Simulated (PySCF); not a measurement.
Work out the structure from these simulated measurements.

Formula: C2H5AlFN.

- Rotational structure: rotational constants A, B, C: 12.204, 1.515, 1.388 GHz [PBE0-D3(BJ)/def2-SVP]
- 13C NMR: chemical shifts (computed TMS as zero) by class: 124.6 (1 C), 1.3 (1 C) ppm [GIAO PBE0/pcSseg-1]
- Triplet: lowest triplet excitation (Tamm–Dancoff): 4.76 eV [TDA B3LYP/def2-SVPD]
- Valence photoelectron: vertical ionisation energy: 9.65 eV [ΔSCF B3LYP/def2-SVPD]
- Polarisability: 60.8 au [B3LYP/def2-SVPD]
- NMR, other nuclei: isotropic shieldings of nuclei other than C and H, by class: 23 (1 N), 375 (1 F), 454 (1 Al) ppm [GIAO PBE0/pcSseg-1]

The electronic properties come from PySCF, for the isolated species, density fitting. Levels stand in brackets. Isolated species at its PBE0-D3(BJ)/def2-SVP geometry, gas phase. Each NMR value is the plain mean over a class of atoms that symmetry, rotation or inversion makes alike.

Problem. What is the compound? Reason from the data.

Solution. Numbering: `[CH3:1][C:2]#[N+:3][AlH2-:4][F:5]`. 2 carbons fall into 2 classes; from least to most shielded: triply bonded carbon [C2] (124.6 ppm), methyl carbon [C1] (1.3 ppm). The other shieldings belong to: 23 ppm, nitrogen bonded to Al and C [N3]; 375 ppm, fluorine bonded to Al [F5]; 454 ppm, aluminium bonded to F, N and 2 H [Al4]. The first electron is taken from the HOMO, whose largest Löwdin shares are 0.35 on the aluminium bonded to F, N and 2 H, 0.28 on an Al–H hydrogen, 0.27 on an Al–H hydrogen and 0.07 on the fluorine bonded to Al. By its constants the optimised geometry is an asymmetric top. Structure: `CC#[N+][AlH2-][F]`. The assignments are read from this structure; whether some other isomer fits the data as well wasn't checked.
